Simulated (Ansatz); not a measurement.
Ideal-gas functions of B2HIOZn, SMILES `I[B]1O[BH][Zn]1` at 600 K and 1 bar, from an Ansatz frequency run at PBE0-D4/def2-TZVP.

Molar mass 230.93 g/mol, point group Cs (symmetry number 1), electronic degeneracy 1, moments of inertia 85.744, 845.256, 930.999 u Å². Harmonic wavenumbers (cm⁻¹, unscaled): 118, 132, 232, 334, 374, 510, 687, 725, 929, 1104, 1145, 2637.

Use S(trans) = R[1.5 ln M + 2.5 ln T − 1.1517]; rotational temperatures θ = 24.2544 K / I; S(rot) = R[ln(√π/σ · √(T³/θAθBθC)) + 1.5]; for each mode x = 1.438777 ν̃/T, S = R[x/(eˣ − 1) − ln(1 − e⁻ˣ)] and H = RT x/(eˣ − 1); 1 cm⁻¹ = 0.0119627 kJ/mol; R = 8.31446 J/(mol·K).

By hand: the entropy, in J/(mol·K).

Translation 191.3. Rotation: θ = 0.2829, 0.0287, 0.0261 K, giving 132.2. Vibration, mode by mode: 18.84, 17.91, 13.30, 10.38, 9.49, 7.14, 5.04, 4.69, 3.19, 2.29, 2.12, 0.11, in all 94.5. Electronic 0.0. Sum 418.0 J/(mol·K).

By hand: H − E and G − E in kJ/mol, counted from the electronic energy.

Zero-point energy ½ × 8927 × 0.0119627 = 53.4; thermal vibration 28.3; translation, rotation and pV give 4 RT = 20.0. H − E = 101.7 kJ/mol, and G − E = 101.7 − 600 × 418.0/1000 = -149.1 kJ/mol.

Vibration gives 23 % of the entropy, 36.8 J/(mol·K) of it from the modes under 150 cm⁻¹: soft modes count most, and the harmonic formula is weakest for them.
